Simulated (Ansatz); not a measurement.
Steps of a relaxation of CH$_{2}$BrFO$_{2}$Si, SMILES `O[Si@@]1(Br)O[C@H]1F` with RKS PBE0-D4/def2-TZVP.

```sh
$ ansatz run in.yaml --threads 4 --pin off --events-out ev --progress --plain --max-ram 10444MiB
```

```yaml
crystal:
  periodic: [false, false, false]
  atoms:
    - {symbol: O, position_ang: [0.904728, -0.379188, -1.716051]}
    - {symbol: Si, position_ang: [0.704373, -0.092078, -0.096715]}
    - {symbol: Br, position_ang: [2.682341, -0.314562, 0.838137]}
    - {symbol: O, position_ang: [-0.247088, 1.234825, 0.383207]}
    - {symbol: C, position_ang: [-0.900050, -0.004076, 0.790145]}
    - {symbol: F, position_ang: [-2.070949, -0.221617, 0.115419]}
    - {symbol: H, position_ang: [0.106038, -0.213196, -2.252308]}
    - {symbol: H, position_ang: [-1.087292, -0.067308, 1.882366]}
basis:
  gaussian: {orbitals: def2-TZVP}
hamiltonian: {xc: pbe0, dispersion: d4}
relax: {f_tol: 0.005, max_steps: 150}
```

Positions (Å) and forces (eV/Å) along the path, 11 of 11 steps:

```xyz
8
step=1 energy=-85790.9766 eV
O     0.905   -0.379   -1.716   -0.727    0.293    0.845
Si    0.704   -0.092   -0.097   -0.540    0.822   -0.393
Br    2.682   -0.315    0.838   -0.433    0.020   -0.187
O    -0.247    1.235    0.383    0.443   -1.266   -0.265
C    -0.900   -0.004    0.790    0.275    0.037    0.117
F    -2.071   -0.222    0.115    0.362    0.138    0.208
H     0.106   -0.213   -2.252    0.538   -0.110    0.370
H    -1.087   -0.067    1.882    0.083    0.067   -0.695
8
step=2 energy=-85791.0436 eV
O     0.894   -0.373   -1.699   -0.296    0.154    0.623
Si    0.706   -0.077   -0.098   -0.556    0.553   -0.291
Br    2.654   -0.319    0.835   -0.032   -0.001   -0.009
O    -0.247    1.226    0.376    0.429   -0.707   -0.207
C    -0.886   -0.012    0.783    0.162   -0.005   -0.029
F    -2.053   -0.222    0.112    0.105    0.027    0.053
H     0.099   -0.215   -2.226    0.164   -0.037    0.059
H    -1.075   -0.065    1.860    0.025    0.016   -0.199
8
step=3 energy=-85791.0695 eV
O     0.875   -0.369   -1.676   -0.048   -0.013   -0.024
Si    0.702   -0.067   -0.098    0.034    0.036    0.042
Br    2.646   -0.315    0.836    0.025   -0.014    0.010
O    -0.229    1.212    0.366    0.008    0.120    0.000
C    -0.877   -0.018    0.774   -0.006   -0.158    0.043
F    -2.041   -0.222    0.100   -0.022    0.019   -0.022
H     0.086   -0.212   -2.203    0.024   -0.017   -0.072
H    -1.069   -0.066    1.843   -0.015    0.028    0.023
8
step=4 energy=-85791.0706 eV
O     0.875   -0.368   -1.677   -0.048    0.006    0.045
Si    0.702   -0.062   -0.098    0.011    0.012   -0.014
Br    2.647   -0.319    0.837    0.002   -0.001   -0.004
O    -0.232    1.214    0.369    0.049    0.083   -0.011
C    -0.876   -0.021    0.776   -0.034   -0.085    0.037
F    -2.041   -0.222    0.102   -0.006   -0.004   -0.014
H     0.088   -0.215   -2.209    0.029   -0.013   -0.047
H    -1.071   -0.064    1.845   -0.002    0.002    0.008
8
step=5 energy=-85791.0715 eV
O     0.874   -0.369   -1.676   -0.040    0.014    0.054
Si    0.701   -0.058   -0.097   -0.002   -0.001   -0.039
Br    2.647   -0.320    0.834   -0.002    0.003   -0.002
O    -0.232    1.217    0.372    0.018   -0.002    0.007
C    -0.877   -0.023    0.779   -0.022    0.003   -0.003
F    -2.040   -0.223    0.102    0.015   -0.004    0.004
H     0.093   -0.218   -2.217    0.026   -0.009   -0.017
H    -1.074   -0.064    1.848    0.007   -0.003   -0.004
8
step=6 energy=-85791.0715 eV
O     0.869   -0.380   -1.672    0.023    0.018    0.036
Si    0.700   -0.059   -0.096   -0.010   -0.014   -0.022
Br    2.648   -0.316    0.832   -0.005   -0.002   -0.001
O    -0.231    1.217    0.372    0.009    0.008    0.004
C    -0.877   -0.023    0.779   -0.014   -0.009    0.016
F    -2.042   -0.221    0.103    0.014   -0.004    0.000
H     0.098   -0.210   -2.221   -0.018   -0.007   -0.031
H    -1.073   -0.066    1.848    0.001    0.010   -0.002
8
step=7 energy=-85791.0718 eV
O     0.871   -0.374   -1.673   -0.015    0.013    0.011
Si    0.699   -0.058   -0.097    0.001   -0.009   -0.011
Br    2.646   -0.319    0.832    0.000    0.000    0.000
O    -0.232    1.218    0.374   -0.001   -0.004   -0.001
C    -0.877   -0.023    0.781   -0.003    0.013    0.000
F    -2.041   -0.223    0.104    0.003    0.000    0.004
H     0.100   -0.215   -2.226    0.013   -0.008   -0.001
H    -1.074   -0.063    1.850    0.002   -0.005   -0.002
8
step=8 energy=-85791.0718 eV
O     0.872   -0.372   -1.674   -0.014    0.007    0.003
Si    0.698   -0.057   -0.097    0.002   -0.005   -0.006
Br    2.645   -0.319    0.832    0.000    0.001    0.001
O    -0.232    1.219    0.375   -0.001   -0.007    0.004
C    -0.878   -0.023    0.781    0.001    0.009   -0.010
F    -2.041   -0.222    0.105    0.000    0.000    0.004
H     0.101   -0.219   -2.228    0.012   -0.005    0.003
H    -1.073   -0.064    1.851    0.001   -0.001    0.000
8
step=9 energy=-85791.0718 eV
O     0.873   -0.370   -1.674   -0.002   -0.001   -0.001
Si    0.697   -0.057   -0.098    0.003    0.003    0.000
Br    2.644   -0.318    0.832    0.000   -0.001    0.000
O    -0.232    1.218    0.376   -0.001   -0.002   -0.001
C    -0.878   -0.023    0.781   -0.002    0.005    0.000
F    -2.043   -0.220    0.107    0.000   -0.001   -0.001
H     0.103   -0.221   -2.230    0.002    0.000    0.002
H    -1.072   -0.066    1.851    0.001   -0.003    0.001
8
step=10 energy=-85791.0718 eV
O     0.873   -0.370   -1.674    0.000    0.000   -0.001
Si    0.698   -0.057   -0.098   -0.001   -0.002    0.001
Br    2.644   -0.319    0.832    0.000    0.001    0.000
O    -0.232    1.219    0.376   -0.001    0.003    0.000
C    -0.878   -0.022    0.781    0.003   -0.005    0.000
F    -2.043   -0.220    0.106    0.000    0.002    0.000
H     0.102   -0.222   -2.230    0.000    0.000    0.001
H    -1.071   -0.066    1.851   -0.001    0.002    0.000
8
step=11 energy=-85791.0718 eV
O     0.873   -0.370   -1.674    0.000    0.000    0.000
Si    0.698   -0.057   -0.098    0.000    0.000    0.000
Br    2.644   -0.318    0.832    0.000    0.000    0.000
O    -0.232    1.219    0.376    0.001    0.000    0.000
C    -0.878   -0.023    0.781    0.000    0.000    0.000
F    -2.043   -0.220    0.106    0.000    0.000    0.000
H     0.102   -0.222   -2.230    0.000    0.000    0.000
H    -1.072   -0.066    1.851    0.000    0.000    0.000
```

Run time 64 s (4 threads of an Arm Neoverse V2 on a shared host); peak host memory 0.69 GiB.
